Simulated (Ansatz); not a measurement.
`C[N](C)[In]([NH2])[OH]` and `C[N](C)[In]([OH])[F]` differ in one atom or group.

Ansatz, PBE0-D4/def2-TZVP geometries, multiplicity 1. Each molecule was computed in one conformer, which needn't be the lowest.

Elements past krypton have def2 core potentials.

```csv
property,`C[N](C)[In]([NH2])[OH]`
HOMO energy (PBE/def2-TZVPP) / eV,-4.75
size of the dipole moment (ωB97M-V/def2-TZVPP) / D,2.07
HOMO–LUMO gap (ωB97M-V/def2-TZVPP) / eV,9.01
LUMO energy (ωB97M-V/def2-TZVPP) / eV,0.69
LUMO energy (PBE/def2-TZVPP) / eV,-1.91
HOMO–LUMO gap (B3LYP/def2-TZVPP) / eV,4.48
```

Q: Give the same properties after the change, and the shifts. (Estimate.)

A: The calculation gave: 
| property | `C[N](C)[In]([OH])[F]` | shift |
| --- | --- | --- |
| HOMO energy (PBE/def2-TZVPP) / eV | -5.26 | -0.51 |
| size of the dipole moment (ωB97M-V/def2-TZVPP) / D | 1.97 | -0.10 |
| HOMO–LUMO gap (ωB97M-V/def2-TZVPP) / eV | 8.96 | -0.05 |
| LUMO energy (ωB97M-V/def2-TZVPP) / eV | 0.13 | -0.56 |
| LUMO energy (PBE/def2-TZVPP) / eV | -2.63 | -0.72 |
| HOMO–LUMO gap (B3LYP/def2-TZVPP) / eV | 4.29 | -0.19 |

With PBE0 the HOMO falls by 0.51 eV and the LUMO falls by 0.69 eV, so the gap narrows by about 0.18 eV. PBE moves the HOMO by -0.51 eV and ωB97M-V by -0.51 eV. Dipoles are sizes alone; their direction can turn.

B3LYP here is the variant with VWN-RPA as its local correlation; programs differ in this.
